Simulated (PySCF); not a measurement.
## Zr+: interval between two levels

Zr+ [Kr] 4d2 5s1 [4F9/2, M_J = 9/2] → Zr+ [Kr] 4d1 5s1 5p1 [4F9/2, M_J = 9/2], as a difference of total energies. All numbers are calculated (PySCF 2.14, the two-component X2C-1e Hamiltonian, in x2c-SVPall-2c with one added diffuse shell each of s, p, d type (7s9p7d1f, 76 functions)). Correlated levels: [Ar] 3d10 frozen; the 6 highest virtual spinors dropped. "Screened" scales the spin-orbit matrix elements by Boettger's factors to mimic the two-electron term; Breit and QED terms are absent.

| method | interval between two levels (cm⁻¹) | error (cm⁻¹) |
| --- | --- | --- |
| GHF (spin-free) | 33186 | -4135 |
| GMP2 (spin-free) | 34235 | -3087 |
| GHF (screened spin-orbit) | 33582 | -3739 |
| GMP2 (screened spin-orbit) | 34647 | -2675 |

Reference: 37321 cm⁻¹ (measured; NIST Handbook of Basic Atomic Spectroscopic Data (Sansonetti and Martin, J. Phys. Chem. Ref. Data 34, 1559 (2005))).

The spin-free rows relax to the high-spin LS determinant and lack the spin-orbit shift.

Errors of the correlated levels include the incompleteness of this basis and the frozen core.

The labels give the starting determinants; with spin-orbit coupling the two ends relaxed to ⟨J²⟩ = 24.76, ⟨L²⟩ = 12.02, ⟨S²⟩ = 3.76 and ⟨J²⟩ = 25.16, ⟨L²⟩ = 12.47, ⟨S²⟩ = 3.76.

The determinant of the upper state mixes levels of different J (the jj label is only the starting occupation), so the difference between spin-free and spin-orbit rows is not the physical spin-orbit shift.
